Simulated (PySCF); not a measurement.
Job for PySCF: R-B3LYP/6-31G* on C3H6O2 (SMILES COC(C)=O), a point of a torsion scan.

```python
from pyscf import gto, scf, dft, mp
from pyscf.data.elements import chemcore

mol = gto.M(
    atom='''
    C     0.37697778   -0.00847819    1.86710965
    O     0.56153592   -0.12004029    0.47222018
    C    -0.47773752   -0.16394572   -0.38061270
    C    -1.86993152   -0.08964949    0.19995601
    O    -0.25607100   -0.25928075   -1.55547250
    H    -0.17678791   -0.86013551    2.27026574
    H     1.37838982    0.00198435    2.29425157
    H    -0.13694218    0.91871081    2.13311855
    H    -2.58464155   -0.13899868   -0.61593677
    H    -2.00727818    0.84322979    0.74321642
    H    -2.04390600   -0.91957400    0.88197265
    ''',
    basis='6-31g*',
    cart=True,
    charge=0, spin=0, verbose=3, max_memory=1800)
mf = dft.RKS(mol, xc='b3lyp')
mf.conv_tol = 1e-8
mf.max_cycle = 100
mf.kernel()
if not mf.converged:
    mf = mf.newton().run(mf.mo_coeff, mf.mo_occ)
```

### Question
Give the final energy of this run.

### Answer
-268.3753 hartree.
